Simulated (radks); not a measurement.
Task: Radial electron density D(r) = 4 pi r^2 rho(r) of an atom or ion with 34 electrons. Method: non-relativistic Kohn-Sham, TPSS, spin-polarised, spherical densities, point nucleus; meta-GGA in the generalised Kohn-Sham scheme; computed with a radial shooting solver on a logarithmic mesh with Libxc functionals.

```
   r/bohr * D(r) (the largest magnitude, 84.7, reaches the edge; | marks zero)
 0.002935 |    *
 0.003309 |     *
 0.003761 |       *
  0.00424 |        *
 0.004819 |          *
 0.005434 |             *
 0.006127 |               *
 0.006963 |                  *
 0.007851 |                     *
 0.008923 |                         *
  0.01006 |                            *
  0.01143 |                               *
  0.01289 |                                   *
  0.01454 |                                     *
  0.01652 |                                        *
  0.01863 |                                         *
  0.02117 |                                          *
  0.02387 |                                         *
  0.02713 |                                        *
  0.03059 |                                      *
  0.03449 |                                     *
   0.0392 |                                    *
   0.0442 |                                     *
  0.05023 |                                       *
  0.05664 |                                          *
  0.06437 |                                               *
  0.07258 |                                                   *
  0.08183 |                                                     *
    0.093 |                                                      *
   0.1049 |                                                    *
   0.1192 |                                               *
   0.1344 |                                          *
   0.1527 |                                      *
   0.1722 |                                     *
   0.1942 |                                       *
   0.2207 |                                          *
   0.2488 |                                            *
   0.2828 |                                           *
   0.3188 |                                      *
   0.3624 |                              *
   0.4086 |                     *
   0.4606 |              *
   0.5236 |          *
   0.5903 |         *
   0.6709 |        *
   0.7564 |       *
   0.8597 |     *
   0.9694 |  *
    1.093 | *
    1.242 |*
    1.401 *
    1.592 *
    1.795 *
     2.04 *
      2.3 *
```

What is the nuclear charge?

Result: Z = 52. The innermost maximum, from 1s, lies near 1/Z = 0.0192 bohr (found: 0.0213), and its height grows with Z. The density is that of the tellurium ion Te18+ in [Ar] 3d10 4s2 4p4; the configuration itself is not fixed sharply by these data, and Z only to a few units. D(r) has 3 maxima, at r = 0.0213, 0.0894, 0.257 bohr, and minima at 0.0402, 0.169 bohr, inside which lie 2.01, 11.22 electrons.
